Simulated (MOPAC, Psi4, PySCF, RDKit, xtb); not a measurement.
Relaxed torsion scan: SMILES O=Cc1sc(cc1)O (C5H4O2S). Scanned: dihedral O1–C2–C3–S8; all other coordinates were relaxed at GFN2-xTB. Points at φ and −φ are mirror images.

Atom numbering (GFN2-xTB optimised geometry, Å):
```
12

O     -2.7440    -1.6452    -0.5482
C     -2.3152    -0.5827    -0.1638
C     -0.9291    -0.2201    -0.0604
C     -0.3823     0.9671     0.3677
C      1.0154     0.9882     0.3438
C      1.5433    -0.1958    -0.1076
O      2.8483    -0.4597    -0.2354
S      0.3208    -1.3536    -0.5093
H     -2.9937     0.2350     0.1547
H     -0.9844     1.7979     0.6896
H      1.6246     1.8214     0.6390
H      2.9964    -1.3525    -0.5702
```

- HF/cc-pVTZ // GFN2-xTB (Psi4)
- MMFF94 // GFN2-xTB (RDKit)
- PM7, restricted, heats of formation // GFN2-xTB (MOPAC)
- GFN1-xTB // GFN2-xTB (xtb)
- RMP2/3-21G = PySCF with restricted MP2 (frozen core)/3-21G // GFN2-xTB
- MP2/cc-pVTZ = DF-MP2 (frozen core)/cc-pVTZ // GFN2-xTB (Psi4)

Energies in eV, each method relative to its own lowest point.

```
φ / °  HF/cc-pVTZ  MMFF94    PM7  GFN1-xTB  RMP2/3-21G  MP2/cc-pVTZ
-----  ----------  ------  -----  --------  ----------  -----------
-165        0.126   0.024  0.048     0.021       0.133        0.114
-150        0.194   0.093  0.073     0.081       0.209        0.182
-135        0.295   0.194  0.107     0.173       0.321        0.285
-120        0.406   0.310  0.138     0.280       0.446        0.408
-105        0.490   0.415  0.144     0.376       0.546        0.516
-90         0.509   0.469  0.126     0.417       0.582        0.558
-75         0.485   0.439  0.129     0.379       0.542        0.508
-60         0.392   0.354  0.116     0.287       0.431        0.391
-45         0.257   0.254  0.081     0.180       0.284        0.248
-30         0.125   0.167  0.041     0.087       0.141        0.119
-15         0.033   0.110  0.011     0.024       0.038        0.031
0           0.000   0.091  0.000     0.003       0.000        0.000
15          0.033   0.110  0.011     0.024       0.038        0.031
30          0.125   0.167  0.041     0.087       0.141        0.119
45          0.257   0.254  0.081     0.180       0.284        0.248
60          0.392   0.354  0.116     0.287       0.431        0.391
75          0.485   0.439  0.129     0.379       0.542        0.508
90          0.509   0.469  0.126     0.417       0.582        0.558
105         0.490   0.415  0.144     0.376       0.546        0.516
120         0.406   0.310  0.138     0.280       0.446        0.408
135         0.295   0.194  0.107     0.173       0.321        0.285
150         0.194   0.093  0.073     0.081       0.209        0.182
165         0.126   0.024  0.048     0.021       0.133        0.114
180         0.103   0.000  0.039     0.000       0.106        0.091
```

Root-mean-square difference from the MP2/cc-pVTZ profile, itself a level with limits, after the best constant shift (eV): HF/cc-pVTZ 0.019, MMFF94 0.066, PM7 0.139, GFN1-xTB 0.044, RMP2/3-21G 0.011.
